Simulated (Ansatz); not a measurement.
System: sum formula BNH3, net charge 0, doublet state. It need not be the lowest isomer of its formula. 
Coordinates optimised at B3LYP-D3(BJ)/def2-TZVP (Ansatz, an electronic-structure program):
SMILES: [BH]N
```xyz
5

B     -0.8557    -0.0049    -0.0224
N      0.5158    -0.1008     0.0086
H     -1.4780     1.0104     0.0090
H      1.1355     0.6983     0.0620
H      1.0102    -0.9785    -0.0196
```
Charge 0, spin multiplicity 2.

Basis-set convergence of Hartree-Fock and CCSD(T) correlation energies (hartree) with Ansatz. Cores are frozen in the correlated levels unless marked. UHF or UKS for open shells. Spin-orbit coupling is left out. Non-relativistic.

```
basis       functions      E(HF)  E(corr, CCSD(T))
----------  ---------  ---------  ----------------
def2-SVP           43  -80.79387          -0.26921
def2-TZVPP        104  -80.88848          -0.32671
def2-QZVPP        204  -80.89254          -0.34509
```

Extrapolating the two largest sets (X = 3 and 4) as X^-3: E(corr) = (64·(-0.34509) - 27·(-0.32671))/37 = -0.3585 Eh, an estimate of the basis-set limit. The largest set recovers 96.3 % of it, the smallest 75.1 %.
